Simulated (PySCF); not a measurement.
# Distorted geometries of [PbCl5]−

[PbCl5]− (singlet). PySCF 2.14.0, RKS PBE0, Pb def2-SVP with ECP60, Cl def2-SVP; non-relativistic Hamiltonian with scalar-relativistic core potentials where named; density fitting; no spin-orbit coupling. Relaxed geometry:

```xyz
6

Pb    0.0000    0.0000   -0.0271
Cl    0.0000    0.0000    2.4411
Cl    2.4475    0.0000   -0.5792
Cl    0.0000    2.4475   -0.5792
Cl   -2.4475    0.0000   -0.5792
Cl    0.0000   -2.4475   -0.5792
```

**Question.** Order these distorted geometries by energy above the relaxed one, lowest first.
A.
```xyz
6

Pb   -0.1343    0.0729   -0.0974
Cl   -0.0129    0.0033    2.3453
Cl    2.4928    0.0736   -0.6154
Cl    0.0429    2.3966   -0.5181
Cl   -2.4244   -0.0080   -0.5617
Cl    0.0359   -2.5384   -0.4553
```
B.
```xyz
6

Pb    0.0092    0.1471    0.0499
Cl    0.0225   -0.0572    2.3280
Cl    2.4593   -0.0662   -0.6731
Cl   -0.0164    2.4409   -0.6467
Cl   -2.4509   -0.0406   -0.5445
Cl   -0.0237   -2.4240   -0.4161
```
C.
```xyz
6

Pb    0.0664    0.0136   -0.0504
Cl   -0.1140    0.0342    2.4241
Cl    2.4399   -0.0159   -0.5607
Cl   -0.0819    2.3736   -0.5601
Cl   -2.4167   -0.0040   -0.5493
Cl    0.1063   -2.4015   -0.6063
```

**Answer.** C (0.12 eV), B (0.43 eV), A (0.50 eV).

**Question.** Which forces (eV/Å) act in the one that lies 0.12 eV up?

**Answer.** 
```
Pb  -1.22 -0.65  0.62
Cl   0.16 -0.03 -0.09
Cl   0.93  0.15 -0.14
Cl   0.16  1.04 -0.26
Cl   0.06 -0.14 -0.06
Cl  -0.08 -0.37 -0.08
```
Forces carry noise of the integration grid, about 0.01 to 0.03 eV/Å.

A frequency check found unstable modes (1, the lowest at -37 cm⁻¹), so the relaxed geometry is a saddle point, or these are noise.
